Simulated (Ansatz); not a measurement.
Consider the atomization: `C=C[Si@@H](Cl)C[Si@@H](Cl)C=C` → 5 C• + 2 Cl• + 10 H• + 2 Si•.

Calculated with Ansatz (gas phase, PBE0-D4/def2-TZVP geometries, no zero-point term in ΔE). CCSD(T)/CBS adds triple-zeta CCSD(T) − MP2 to the extrapolated MP2 energy (def2 sets, frozen cores). This one scheme is used for every species, atoms too. DFT in def2-TZVPP. B3LYP here is the variant with VWN-RPA as its local correlation; programs differ in this. HSE06 is defined as in plane-wave codes. Open shells (•) are unrestricted, without spin–orbit coupling. Spin–orbit coupling would lower the free atoms: a little for C, Cl, Si. One conformer a species, not always the lowest.

Problem. What is ΔE at CCSD(T)/CBS? (Best estimate.)

Solution. The calculation gave: +1776.3 kcal/mol.

Problem. What do these levels give: BLYP-D4, B3LYP-D4, BHLYP-D4, ωB97X-V, PBE, revPBE, HSE06, BHLYP, LC-ωPBE, HF/def2-SVP, SCS-MP2/def2-TZVPP, SCS-MP2/def2-QZVPP? (Best estimate.)

Solution. Ansatz gave: BLYP-D4 1763.1, B3LYP-D4 1772.6, BHLYP-D4 1736.1, ωB97X-V 1780.8, PBE 1790.9, revPBE 1728.5, HSE06 1774.6, BHLYP 1716.6, LC-ωPBE 1764.6, HF/def2-SVP 1345.2, SCS-MP2/def2-TZVPP 1748.2, SCS-MP2/def2-QZVPP 1777.7 kcal/mol.

Largest T1 diagnostic among the species: 0.012.

Leaving LDA and LC-ωPBE aside and taking each functional with its dispersion term where it has one, the values, not all of them listed here, spread over 69.9 kcal/mol, from BHLYP-D4 to PBE-D4. LDA lies +216.1 kcal/mol from PBE without D4, its usual overbinding. From BLYP to BHLYP (50 % exact exchange), in def2-TZVPP and without D4, ΔE moves by −14.6 kcal/mol: exact exchange takes away binding that semilocal exchange gives to molecules. The D4 term adds +24.2 kcal/mol with B3LYP and +13.1 kcal/mol with PBE0; it sums over pairs of atoms, weighted by their polarisabilities, and B3LYP, whose exchange is more repulsive, gets the larger term.

For atomizations the MP2-based limit and the directly extrapolated one differ by several kJ/mol either way, and by 10 to 25 for some Ge, Se and Sn compounds, so smaller differences from it don't rank the levels.
